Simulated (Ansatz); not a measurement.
This geometry of ClGaH5NSi (9 atoms, charge 0, multiplicity 1) is a first-order saddle point.

Computed with RKS PBE-D4/def2-SVP in Ansatz.

```xyz
9
Properties=species:S:1:pos:R:3
Ga -0.911 0.831 0.673
Si 1.168 -0.915 -0.400
N -1.287 0.535 -1.026
H -0.110 -0.347 -1.304
Cl -1.161 1.635 2.646
H 1.251 -2.264 0.281
H 2.557 -0.319 -0.346
H 0.621 -0.120 0.927
H -2.127 0.964 -1.451
```

(1) Which two structures does it join? (They come from a converged band through this point; their orientation in space is the band's.)

(2) How far does it lie above each of them?

Results:

(1) Bonds broken: Ga1–Si2, N3–H4. Bonds formed: Si2–H4. ClGaH5NSi becomes ClGaHN + H4Si.

First end point:

```xyz
9
Properties=species:S:1:pos:R:3
Ga -0.456 0.560 0.243
Si 1.473 -0.832 0.510
N -1.664 0.525 -1.117
H -1.620 -0.111 -1.914
Cl -0.950 2.090 1.722
H 1.579 -1.830 -0.614
H 2.716 0.019 0.521
H 1.387 -1.577 1.815
H -2.465 1.157 -1.165
```

Last end point:

```xyz
9
Properties=species:S:1:pos:R:3
Ga -1.239 0.978 0.798
Si 1.188 -0.689 -0.398
N -1.526 0.101 -0.681
H 1.170 -0.015 -1.730
Cl -0.886 2.060 2.616
H 0.462 -1.992 -0.318
H 2.623 -0.909 0.018
H 0.711 0.272 0.709
H -2.503 0.195 -1.015
```

(2) 3.26 eV above the first and 0.56 eV above the second. This is the barrier of this one path; another mechanism may lie lower. The orbitals stay closed-shell, which can raise the energy where a bond breaks towards radicals; this wasn't checked here.

The run took 5.6 min on 2 threads of Intel(R) Xeon(R) Platinum 8259CL CPU @ 2.50GHz (Skylake/Cascade Lake), on a shared host, peak memory 0.18 GiB.
